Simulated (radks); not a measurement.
Values are calculated unless marked as measured or tabulated.
The nuclear charge of the erbium ion Er+ is varied continuously with 67 electrons held in [Xe] 4f12 6s1. Level of theory: scalar-relativistic Kohn-Sham, PBE, spin-unpolarised, spherical densities, finite nucleus; Fermi nuclear charge, rms radius 5.2516 fm (a radial shooting solver on a logarithmic mesh with Libxc functionals). By the Hellmann-Feynman theorem dE/dZ = E(electron-nucleus)/Z, the electronic potential at the nucleus (averaged over a nucleus of fixed radius). The scalar-relativistic energy here is not variational (the density holds large components alone), so the two differ by a part that grows with Z.

Z     E (hartree)  E(electron-nucleus)/Z (hartree)  HOMO  e(HOMO) (eV)  <r> HOMO (bohr)
67.2  -12708.1417                         -463.652    4f        -0.277           0.9704
67.4  -12801.6719                         -465.751    4f        -1.951           0.9056
67.6  -12895.6261                         -467.832    4f        -4.242           0.8725
67.8  -12990.0024                         -469.907    4f        -6.861           0.8476
68    -13084.7999                         -471.979    6s        -9.057            3.629
68.2  -13180.0181                         -474.049    6s       -10.553            3.509
68.4  -13275.6570                         -476.118    6s       -12.118            3.401
68.6  -13371.7164                         -478.187    6s       -13.747            3.303
68.8  -13468.1965                         -480.256    6s       -15.437            3.213
69    -13565.0975                         -482.326    6s       -17.186            3.130

The central difference of E at Z = 68 is -475.039 hartree, to compare with the third column; the second derivative is -10.5 hartree. No converged solution with all levels bound was reached at Z = 67.
